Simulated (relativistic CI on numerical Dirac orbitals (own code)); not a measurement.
## Hyperfine structure of Re XXVI, mass number 185

Method of calculation: Dirac-Coulomb-Breit CI, KLI orbitals optimised for each configuration, model QED (radiative potential, 1s self-energy scaled to tabulated hydrogen-like ionisation energies), unscaled Slater integrals (own radial code, finite nucleus).

Configuration list (outside the closed core [Ar] 3d10 4p6 4d10): 4s2.4f4, 4s2.4f3.5s, 4s2.4f2.5s2, 4s2.4f3.5p, 4s2.4f2.5s.5p, 4s2.4f2.5p2, 4s2.4f3.5d, 4s2.4f2.5s.5d, 4s2.4f2.5p.5d, 4s2.4f3.5f, 4s2.4f3.6s, 4s2.4f3.6p, 4s.4f3.5s2. Levels of other configurations are missing.

Nuclear spin I = 5/2, μ = 3.176 μN, Q = 2.07 b (tables of Stone and Pyykkö). The electronic factors are computed for point nuclear moments, without core polarisation or the Bohr-Weisskopf and QED corrections.

| Level | E (cm⁻¹) | A (MHz) | B (MHz) |
| --- | --- | --- | --- |
| 4s2.4f4 5I_4 | 0.0 | 5524 | -4030 |
| 4s2.4f4 5I_5 | 15302.2 | 4317 | -3510 |
| 4s2.4f4 5I_6 | 28412.3 | 3762 | -3000 |
| 4s2.4f4 5I_7 | 39040.2 | 3572 | -2040 |
| 4s2.4f4 5F_1 | 46026.4 | 9705 | 1270 |
| 4s2.4f4 5I_8 | 47839.2 | 3528 | -655 |
| 4s2.4f4 5F_3 | 53577.6 | 3606 | -656 |
| 4s2.4f4 5G_3 | 61336.5 | 4454 | 2380 |

Levels with J = 0, under 50 % of one LS term, or S terms without an open s electron are left out. Small factors come from cancelling terms and can be off by tens of per cent or more.

At this charge energies of transitions that change n are usually good to better than 1 %, and those within a shell (Δn = 0) to a few per cent. Terms inside the open d or f shell come out 10 to 20 % too wide with unscaled integrals.

(1) Give the hyperfine levels of 4s2.4f4 5I_4 relative to its centre of gravity.

Answers

(1) With K = F(F + 1) − I(I + 1) − J(J + 1), E = AK/2 + B[¾K(K + 1) − I(I + 1)J(J + 1)]/[2I(2I − 1)J(2J − 1)]: F = 3/2: -71030, F = 5/2: -56030, F = 7/2: -35490, F = 9/2: -9854, F = 11/2: 20290, F = 13/2: 54230 MHz.

LS names give the leading component of a level, which can be under half, so a name can repeat, a term be missing and a line seem to break the LS rules.
